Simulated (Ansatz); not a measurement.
Ansatz (a first-principles code) input:

Ansatz 0.2 input:
```yaml
crystal:
  periodic: [false, false, false]
  atoms:
    - {symbol: Si, position_ang: [-0.14124628, -0.04316314, 0.01324788]}
    - {symbol: F, position_ang: [0.07521800, 1.19513616, 1.07411951]}
    - {symbol: F, position_ang: [0.00151277, 0.65581140, -1.46889415]}
    - {symbol: C, position_ang: [-1.63405955, -0.89760741, 0.23772607]}
    - {symbol: C, position_ang: [1.57983591, -0.84619144, 0.13367204]}
    - {symbol: H, position_ang: [-2.05704319, -1.06640427, 1.22301989]}
    - {symbol: H, position_ang: [-2.10899159, -1.44652734, -0.56932901]}
    - {symbol: H, position_ang: [1.71629914, -1.28924196, 1.12448595]}
    - {symbol: H, position_ang: [1.66636991, -1.65459011, -0.59819656]}
    - {symbol: H, position_ang: [2.39557857, -0.13468734, -0.04086744]}
basis:
  gaussian:
    orbitals: def2-TZVPD
hamiltonian:
  xc: {name: HSE06}
total_charge: -1
output: {forces: true}
```

Question: What final total energy does it print?

Answer: -568.25108 Eh (HSE06/def2-TZVPD). The basis has 242 functions.

It need not be the lowest isomer of its formula. Whether it binds its extra electron was not tested at this geometry.
